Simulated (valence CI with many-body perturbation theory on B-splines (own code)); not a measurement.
**Cd17+: electric-dipole lines**

Method: valence CI with perturbative core correlation (CI+MBPT): three valence electrons over a frozen Dirac-Fock core [Ar] 3d10, radial functions for each j: 11 s, 11 p, 10 d, 8 f, 5 g, 2 h, with the one-electron correlation potential Σ1 (screened to all orders), the two-electron term Σ2, the three-electron term Σ3, Breit, model QED; selected single and double excitations, second order for the rest, scaled by the run's own slope (own B-spline code, finite nucleus).

No measured spectrum was set against this ion. As an estimate, levels hold to about 250 cm⁻¹ or 0.2 % of their energy and the worst to 1 %, as in measured heavy ions of charge 2 to 7; those with d or f electrons hold less well.

Lines 51 to 100 of 557 in falling wavelength, among levels below 1981700 cm⁻¹, chosen from the strongest by gf and those to the six lowest levels. Wavelengths and rates use the calculated energies, so an error of 1000 cm⁻¹ moves a line at 279.2 Å by 0.28 % and its rate by three times that or more. Electric multipoles are in the length gauge with retardation, E1 and E2 with the static RPA response of the core. Weak lines are less certain than strong ones. Lines between different terms over intervals too small for the method are left out, as are lines whose strength nearly cancels. Where a level lies close to another of its J and parity, the split of strength between their lines is uncertain. The highest levels of a list are the least certain.

Names give the largest LS component (configuration and term), which can be under half, so a name can repeat, a term be missing and a line seem to break the LS rules; names also repeat where a configuration has a term twice. Letters in brackets count levels of one name in rising energy.

```
λ vac (Å)               Upper               Lower   A (s⁻¹)  S (a.u.) with core polarisation  S without
    279.2       4p4d² ⁴F°_9/2   4s4p4f ⁴F_7/2 [b]  2.78e+09                         2.99e-01   3.29e-01
    278.7       4p4d² ²G°_9/2   4s4p4f ²G_7/2 [b]  2.75e+09                         2.94e-01   3.22e-01
    278.3   4p²4f ⁴F°_7/2 [a]        4s4d² ⁴F_5/2  4.07e+09                         3.47e-01   3.80e-01
    276.5        4p²4d ⁴F_5/2      4s4p4d ⁴F°_7/2  1.13e+10                         7.07e-01   7.76e-01
    274.9   4s4p4f ²G_7/2 [b]       4s²4f ²F°_7/2  6.73e+09                         5.52e-01   6.07e-01
    274.8   4p²4f ²G°_7/2 [b]   4s4p4f ²G_7/2 [a]  3.80e+09                         3.11e-01   3.42e-01
    274.6        4s4p² ²D_5/2       4s²4p ²P°_3/2  5.87e+09                         3.60e-01   3.95e-01
    274.6   4s4p4f ²F_5/2 [b]       4s²4f ²F°_5/2  6.63e+09                         4.06e-01   4.47e-01
    274.5        4p²4d ⁴F_3/2      4s4p4d ⁴F°_5/2  1.04e+10                         4.26e-01   4.67e-01
    272.2       4p²4f ⁴F°_9/2        4s4d² ²F_7/2  2.91e+09                         2.90e-01   3.18e-01
    271.5    4p²4d ²F_7/2 [b]  4s4p4d ²F°_7/2 [b]  6.65e+09                         5.26e-01   5.78e-01
    270.8       4p²4f ⁴G°_5/2   4s4p4f ⁴G_5/2 [b]  4.68e+09                         2.75e-01   3.02e-01
    270.1        4p²4d ⁴F_9/2      4s4p4d ⁴F°_9/2  1.06e+10                         1.03e+00   1.14e+00
    269.3  4p4d² ⁴G°_11/2 [b]        4s4d² ⁴F_9/2  7.13e+09                         8.25e-01   9.08e-01
    268.8        4s4p² ²P_1/2       4s²4p ²P°_3/2  1.96e+09                         3.75e-02   4.12e-02
    268.6     4p³ ⁴S°_3/2 [b]        4s4p² ²D_3/2  3.18e+09                         1.22e-01   1.34e-01
    268.3        4s4d² ²F_7/2       4s²4f ²F°_5/2  3.66e+09                         2.79e-01   3.06e-01
    266.7     4p³ ⁴S°_3/2 [a]        4s4p² ⁴P_5/2  1.71e+10                         6.40e-01   7.02e-01
    266.7        4p²4d ⁴D_7/2  4s4p4d ²D°_5/2 [a]  6.67e+09                         5.00e-01   5.50e-01
    266.1    4p²4d ²D_5/2 [c]  4s4p4d ²D°_5/2 [b]  1.09e+10                         6.10e-01   6.71e-01
    266.0   4p4d² ⁴D°_7/2 [a]        4s4d² ⁴P_5/2  5.19e+09                         3.85e-01   4.24e-01
    265.9      4p²4f ⁴G°_11/2   4s4p4f ⁴F_9/2 [b]  8.04e+09                         8.95e-01   9.82e-01
    265.3         4p³ ²D°_5/2        4s4p² ²D_3/2  3.38e+09                         1.87e-01   2.05e-01
    264.8        4p²4d ²G_7/2  4s4p4d ²F°_5/2 [a]  3.73e+09                         2.73e-01   3.01e-01
    264.7        4p²4d ⁴P_5/2      4s4p4d ⁴D°_7/2  1.21e+10                         6.65e-01   7.30e-01
    262.5       4p4d² ⁴P°_5/2        4s4d² ⁴P_3/2  6.59e+09                         3.53e-01   3.88e-01
    262.1        4p²4d ⁴F_7/2      4s4p4d ⁴P°_5/2  1.08e+10                         7.70e-01   8.48e-01
    261.9  4s4p4d ²F°_7/2 [a]        4s²4d ²D_5/2  8.68e+09                         6.16e-01   6.77e-01
    261.9       4p4d² ⁴F°_9/2      4s4p4f ⁴G_11/2  3.13e+09                         2.77e-01   3.04e-01
    260.8       4p²4f ⁴G°_5/2   4s4p4f ⁴F_7/2 [a]  6.02e+09                         3.16e-01   3.46e-01
    260.8   4p²4f ⁴G°_9/2 [b]       4s4p4f ⁴G_9/2  6.52e+09                         5.70e-01   6.26e-01
    260.5  4p4d² ⁴G°_11/2 [a]   4s4p4f ⁴F_9/2 [a]  1.16e+10                         1.22e+00   1.33e+00
    256.3    4p²4d ²F_7/2 [a]      4s4p4d ⁴F°_7/2  5.08e+09                         3.37e-01   3.70e-01
    255.8       4p4d² ²G°_9/2   4s4p4f ²F_7/2 [a]  3.62e+09                         2.99e-01   3.26e-01
    253.7   4p²4f ²G°_7/2 [b]   4s4p4f ⁴F_9/2 [a]  8.28e+09                         5.34e-01   5.85e-01
    253.5        4p²4d ⁴D_7/2      4s4p4d ⁴D°_7/2  4.05e+09                         2.61e-01   2.86e-01
    250.9   4s4p4f ²G_9/2 [a]       4s²4f ²F°_7/2  1.40e+10                         1.09e+00   1.20e+00
    250.9       4p²4f ²G°_9/2       4s4p4f ⁴G_7/2  8.76e+09                         6.83e-01   7.48e-01
    250.9     4p³ ⁴S°_3/2 [a]        4s4p² ⁴P_3/2  6.81e+09                         2.12e-01   2.33e-01
    250.7   4p²4f ⁴F°_7/2 [b]       4s4p4f ⁴D_5/2  6.30e+09                         3.92e-01   4.29e-01
    250.3   4p²4f ⁴F°_7/2 [b]   4s4p4f ⁴F_9/2 [b]  6.09e+09                         3.77e-01   4.13e-01
    250.1      4p²4f ⁴G°_11/2      4s4p4f ⁴G_11/2  1.79e+10                         1.66e+00   1.82e+00
    249.9       4p4d² ⁴F°_9/2        4s4d² ⁴F_7/2  6.64e+09                         5.11e-01   5.61e-01
    249.8       4p²4f ⁴F°_9/2   4s4p4f ⁴F_7/2 [b]  5.86e+09                         4.51e-01   4.93e-01
    249.8       4p²4f ⁴F°_9/2   4s4p4f ⁴F_9/2 [b]  4.75e+09                         3.65e-01   4.00e-01
    249.6   4p²4f ⁴G°_9/2 [a]   4s4p4f ⁴F_9/2 [a]  5.60e+09                         4.30e-01   4.71e-01
    249.5    4p²4d ²F_5/2 [a]      4s4p4d ⁴F°_5/2  6.03e+09                         2.77e-01   3.04e-01
    247.7       4p4d² ⁴F°_9/2        4s4d² ⁴F_9/2  7.04e+09                         5.28e-01   5.80e-01
    247.3  4s4p4d ²F°_7/2 [b]        4s²4d ²D_5/2  1.81e+10                         1.08e+00   1.19e+00
    247.2   4p4d² ⁴F°_7/2 [a]       4s4p4f ⁴G_7/2  5.15e+09                         3.07e-01   3.37e-01
```
